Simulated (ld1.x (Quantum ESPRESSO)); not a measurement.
How hard is this Ti TM potential?

titanium (Ti), norm-conserving Troullier–Martins (Kleinman–Bylander form), made with ld1.x (Quantum ESPRESSO) 7.5 (PBEsol, scalar-relativistic). Core [Ar], reference 3d2 4s2 4p0. Waves: 4s (bound): rc 2.25 bohr; 4p (bound, empty): rc 2.70 bohr; 3d (bound): rc 1.90 bohr. Local part: the d channel. Core correction: Bessel-smoothed model core inside 2.00 bohr.

The pseudo-atom Hamiltonian at the reference potential is diagonalised in spherical Bessel functions j_l(qr) that vanish at 20 bohr, with q² up to the cutoff. All-electron valence levels (Ry): 4s -0.3291, 4p -0.1065, 3d -0.3142.

How do the lowest levels (Ry) of each channel move with the cutoff, and are there ghosts?

```
cutoff (Ry)     s #1     s #2     p #1     p #2     d #1    f #1  Σ f·Δε (mRy)
          8  -2.9554  -0.3205  -0.1068   0.0443   0.0383  0.1051         722.2
         15  -6.1809  -0.3283  -0.9964  -0.1064   0.0314  0.1051         692.7
         25  -7.6339  -0.3287  -2.2819  -0.1065  -0.0384  0.1051         552.4
         45  -8.0874  -0.3290  -2.9181  -0.1065  -0.2882  0.1051          52.2
         60  -8.0993  -0.3290  -2.9510  -0.1065  -0.3131  0.1051           2.3
         90  -8.1017  -0.3291  -2.9522  -0.1065  -0.3141  0.1051           0.2
        400  -8.1020  -0.3291  -2.9527  -0.1065  -0.3142  0.1051           0.0
```

Result: ghost states, extra bound levels that the all-electron valence spectrum of the same l lacks: s at -110.2 eV, p at -40.2 eV (a true bound ghost makes a file unfit for plane-wave use); 10 mRy is reached at 55 Ry and 1 mRy at 70 Ry.

Its largest configuration-test error is -439 meV.
